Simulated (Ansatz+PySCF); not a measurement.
Two shapes of singlet ZnCl2.

Shape 1:

```xyz
3

Cl    0.0000    0.0000   -2.0970
Zn    0.0000    0.0000    0.0000
Cl    0.0000    0.0000    2.0970
```

Shape 2:

```xyz
3

Cl    0.0000    0.0000   -2.2648
Zn    0.0000    0.0000    0.0000
Cl    0.0000    0.0000    2.2648
```

Basis set: def2-SVP (spherical functions). Frozen core: 15 orbitals. Charge 0, multiplicity 1.

Computed with Ansatz (development build ahead of 0.2.0); each method stands on the lowest determinant of its kind that the runs found.

**Question.** Which shape is lower in energy, and by how much in each method?

**Answer.**

```
     method  E(2) − E(1) (eV)
        UHF             0.226
    RHF-MP2             0.373
    UHF-MP2             0.373
   RHF-CCSD             0.318
RHF-CCSD(T)             0.317
```

Shape 1 is lower.
